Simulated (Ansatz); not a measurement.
Relaxation of F$_{5}$H$_{2}$OTa (9 atoms, charge 0, multiplicity 1), to a largest force component of 0.03 eV/Å in at most 50 steps.

Level of theory: RKS PBE-D4/def2-SVP in Ansatz 0.2.0.

```xyz
9
Properties=species:S:1:pos:R:3:forces:R:3
Ta -0.430 -0.434 0.124 0.77 -0.02 0.10
O 2.741 -0.042 0.294 -0.67 -0.61 -0.02
H 2.863 0.192 1.236 -0.03 -0.01 -0.04
F 0.091 -0.044 1.901 -0.06 -0.02 -0.01
F 0.036 -0.470 -1.701 -0.01 -0.01 0.04
F -0.691 1.424 -0.076 0.02 -0.11 -0.01
F -2.161 -1.106 0.226 0.04 0.01 0.00
F 0.684 -1.986 0.312 -0.29 0.18 -0.05
H 2.576 -1.020 0.334 0.23 0.59 0.00
```

Q: Where does it end, and by what steps?

A: The run converged. After 9 steps the energy has fallen by 0.650 eV; O2 moved furthest, 0.63 Å. Joined: Ta1–O2 (3.20 → 2.32 Å).

```json
{"step": "0", "energy less start (eV)": "0.0000", "largest force component (eV/Å)": "0.771", "accepted": "yes"}
{"step": "1", "energy less start (eV)": "-0.1188", "largest force component (eV/Å)": "1.244", "accepted": "yes"}
{"step": "2", "energy less start (eV)": "-0.3261", "largest force component (eV/Å)": "1.435", "accepted": "yes"}
{"step": "3", "energy less start (eV)": "-0.5763", "largest force component (eV/Å)": "0.447", "accepted": "yes"}
{"step": "4", "energy less start (eV)": "-0.5945", "largest force component (eV/Å)": "0.927", "accepted": "yes"}
{"step": "5", "energy less start (eV)": "-0.5604", "largest force component (eV/Å)": "1.002", "accepted": "no"}
{"step": "6", "energy less start (eV)": "-0.6440", "largest force component (eV/Å)": "0.243", "accepted": "yes"}
{"step": "7", "energy less start (eV)": "-0.6327", "largest force component (eV/Å)": "0.569", "accepted": "no"}
{"step": "8", "energy less start (eV)": "-0.6499", "largest force component (eV/Å)": "0.036", "accepted": "yes"}
{"step": "9", "energy less start (eV)": "-0.6503", "largest force component (eV/Å)": "0.010", "accepted": "yes"}
```

```xyz
9
Properties=species:S:1:pos:R:3
Ta -0.156 -0.474 0.180
O 2.114 -0.020 0.230
H 2.363 0.388 1.084
F 0.147 -0.219 2.049
F 0.206 -0.604 -1.675
F -0.212 1.413 0.014
F -1.976 -0.896 0.206
F 0.614 -2.211 0.373
H 2.611 -0.863 0.189
```

Whether the end is a true minimum wasn't checked by a vibrational analysis.

Time of the run: 19 s on 4 threads of Arm Neoverse V1 (shared host), peak memory 0.18 GiB.
